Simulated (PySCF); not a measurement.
C₄H₆, triplet, geometry from GFN2-xTB (a higher spin typed on purpose: for a closed-shell molecule this is an excited state); PySCF with M06L/def2-SVP.

The PySCF input:
```python
from pyscf import gto, scf, dft

mol = gto.M(
    atom='''
C     1.75459894    0.26377965   -0.67660968
C     0.65006782   -0.06047826    0.17782132
C    -0.68699479    0.05653341   -0.16793300
C    -1.72770442   -0.25764166    0.66056493
H     2.19484393    1.24621075   -0.67237424
H     2.20858178   -0.47942751   -1.30949762
H     0.87209543   -0.42840088    1.17912116
H    -0.91126285    0.42192830   -1.16243482
H    -2.74878768   -0.14912379    0.34462915
H    -1.55527588   -0.62434574    1.65749488
''',
    basis='def2-svp',
    spin=2,
    verbose=4,
)

mf = dft.UKS(mol)
mf.xc = 'm06l'
mf.grids.level = 4
mf.kernel()
```

It wrote (shortened):

```
PySCF version 2.14.0

[INPUT] verbose = 4
[INPUT] num. atoms = 10
[INPUT] num. electrons = 30
[INPUT] charge = 0
[INPUT] spin (= nelec alpha-beta = 2S) = 2
[INPUT] symmetry False subgroup None
[INPUT] Mole.unit = angstrom
[INPUT] Symbol           X                Y                Z      unit          X                Y                Z       unit  Magmom
[INPUT]  1 C      1.754598940000   0.263779650000  -0.676609680000 AA    3.315711455052   0.498471295734  -1.278606988430 Bohr   0.0
[INPUT]  2 C      0.650067820000  -0.060478260000   0.177821320000 AA    1.228450142193  -0.114287347890   0.336033593909 Bohr   0.0
[INPUT]  3 C     -0.686994790000   0.056533410000  -0.167933000000 AA   -1.298232002103   0.106832661788  -0.317347377277 Bohr   0.0
[INPUT]  4 C     -1.727704420000  -0.257641660000   0.660564930000 AA   -3.264888178001  -0.486872175678   1.248286805192 Bohr   0.0
[INPUT]  5 H      2.194843930000   1.246210750000  -0.672374240000 AA    4.147653913864   2.354997010989  -1.270603166813 Bohr   0.0
[INPUT]  6 H      2.208581780000  -0.479427510000  -1.309497620000 AA    4.173614687904  -0.905986690482  -2.474591862570 Bohr   0.0
[INPUT]  7 H      0.872095430000  -0.428400880000   1.179121160000 AA    1.648021517185  -0.809560334723   2.228216060079 Bohr   0.0
[INPUT]  8 H     -0.911262850000   0.421928300000  -1.162434820000 AA   -1.722037213991   0.797328931203  -2.196683447458 Bohr   0.0
[INPUT]  9 H     -2.748787680000  -0.149123790000   0.344629150000 AA   -5.194455889779  -0.281803121757   0.651254708042 Bohr   0.0
[INPUT] 10 H     -1.555275880000  -0.624345740000   1.657494880000 AA   -2.939045461342  -1.179842455639   3.132211376069 Bohr   0.0

nuclear repulsion = 102.942515314185
number of shells = 42
number of NR pGTOs = 138
number of NR cGTOs = 86
basis = def2-svp
ecp = {}

******** <class 'pyscf.dft.uks.UKS'> ********
method = UKS
initial guess = minao
damping factor = 0
level_shift factor = 0
DIIS = <class 'pyscf.scf.diis.CDIIS'>
diis_start_cycle = 1
diis_space = 8
diis_damp = 0
SCF conv_tol = 1e-09
SCF conv_tol_grad = None
SCF max_cycles = 50
direct_scf = True
direct_scf_tol = 1e-13
number electrons alpha = 16  beta = 14
XC library pyscf.dft.libxc version 7.1.2
    S. Lehtola, C. Steigemann, M. J. T. Oliveira, and M. A. L. Marques,  SoftwareX 7, 1–5 (2018)
XC functionals = m06l
    Y. Zhao and D. G. Truhlar,  J. Chem. Phys. 125, 194101 (2006)
    Y. Zhao and D. G. Truhlar,  J. Chem. Phys. 125, 194101 (2006)
    Y. Zhao and D. G. Truhlar,  Theor. Chem. Acc. 120, 215 (2008)
radial grids:
    Treutler-Ahlrichs [JCP 102, 346 (1995); DOI:10.1063/1.469408] (M4) radial grids

becke partition: Becke, JCP 88, 2547 (1988); DOI:10.1063/1.454033
pruning grids: <function nwchem_prune>
grids dens level: 4
symmetrized grids: False
atomic radii adjust function: <function treutler_atomic_radii_adjust>
small_rho_cutoff = 0
Set gradient conv threshold to 3.16228e-05
tot grids = 208680
init E= -155.936986683378

cycle= 1 E= -155.719743804685  delta_E= 0.217  |g|= 0.255  |ddm|=  2.3
cycle= 2 E= -155.711276752306  delta_E= 0.00847  |g|= 0.296  |ddm|= 0.651
cycle= 3 E= -155.761958867995  delta_E= -0.0507  |g|= 0.046  |ddm|= 0.375
cycle= 4 E= -155.762254460493  delta_E= -0.000296  |g|= 0.0427  |ddm|= 0.0982
cycle= 5 E= -155.763336117627  delta_E= -0.00108  |g|= 0.0124  |ddm|= 0.0551
cycle= 6 E= -155.763423351264  delta_E= -8.72e-05  |g|= 0.00504  |ddm|= 0.0175
cycle= 7 E= -155.763441865596  delta_E= -1.85e-05  |g|= 0.00137  |ddm|= 0.00699
cycle= 8 E= -155.763443452863  delta_E= -1.59e-06  |g|= 0.000723  |ddm|= 0.00294
cycle= 9 E= -155.7634438154  delta_E= -3.63e-07  |g|= 0.000145  |ddm|= 0.00103
cycle= 10 E= -155.763443838178  delta_E= -2.28e-08  |g|= 3.4e-05  |ddm|= 0.00035
cycle= 11 E= -155.763443839306  delta_E= -1.13e-09  |g|= 1.68e-05  |ddm|= 9.32e-05
cycle= 12 E= -155.763443839554  delta_E= -2.48e-10  |g|= 5.86e-06  |ddm|= 4.12e-05
Extra cycle  E= -155.763443839556  delta_E= -1.99e-12  |g|= 6.59e-06  |ddm|= 1.54e-05
converged SCF energy = -155.763443839556  <S^2> = 2.0262245  2S+1 = 3.0174324
```
